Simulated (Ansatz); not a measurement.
Mulliken charges of `[CH3][Hf]([OH])([OH])[Br]` from r2SCAN/def2-TZVPP in Ansatz (PBE0-D4/def2-TZVP geometry).

```tsv
atom	x (Å)	y (Å)	z (Å)	charge (e)
C1	-0.230	-0.942	-1.239	-0.433
Hf2	-0.192	0.267	0.613	1.031
O3	1.390	-0.282	1.522	-0.447
O4	-0.147	2.075	0.014	-0.447
Br5	-2.299	-0.278	1.910	-0.325
H6	-1.115	-0.706	-1.841	0.080
H7	0.652	-0.764	-1.863	0.075
H8	-0.261	-2.012	-1.005	0.080
H9	2.198	-0.362	2.018	0.192
H10	0.007	3.004	-0.128	0.192
```

Q: By hand: the dipole of these point charges (1 e Å = 4.8032 D).

A: Σ q r = (0.455, 0.205, -0.143) e Å, of length 0.519 e Å = 2.49 D.

Q: How does the dipole of the full density compare? (An estimate is asked.)

A: The calculation gave: (0.628, 0.377, -0.047) e Å, 3.53 D; the point charges give 0.71 times that, at 14° from its direction.

Point charges leave out the atoms' own dipoles, such as those of lone pairs, and Mulliken's split depends on the basis, so the two needn't agree.
